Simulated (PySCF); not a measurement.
## Correlation energy of Kr²⁺ (krypton, charge +2)

[Ar] 3d10 4s2 4p4, high-spin 3P determinant. Computed with PySCF 2.14 in x2c-TZVPall, with scalar relativity by spin-free X2C-1e. Frozen: [Ar] 3d10; 6 electrons correlated.

MP2 pair energies summed by pair of shells (mhartree):

| pair | energy | share (%) |
| --- | --- | --- |
| 4p-4p | -49.81 | 46.3 |
| 4s-4p | -49.58 | 46.1 |
| 4s-4s | -8.09 | 7.5 |

Total MP2 correlation energy: -107.48 mhartree.

Same-spin part -24.18 and opposite-spin part -83.30 mhartree; SCS-MP2 scales them by 1/3 and 6/5 to -108.02 mhartree.

```
  level  correlation energy (mhartree)
   CCSD                        -126.97
    (T)                          -2.97
CCSD(T)                        -129.94
```

Diagnostics: T1 = 0.0062, D1 = 0.0199, largest double amplitude 0.043.

Cost of the coupled-cluster step: 0.51 s of wall time on 1 thread of AMD EPYC 7B13 (shared host), for 6 correlated electrons.
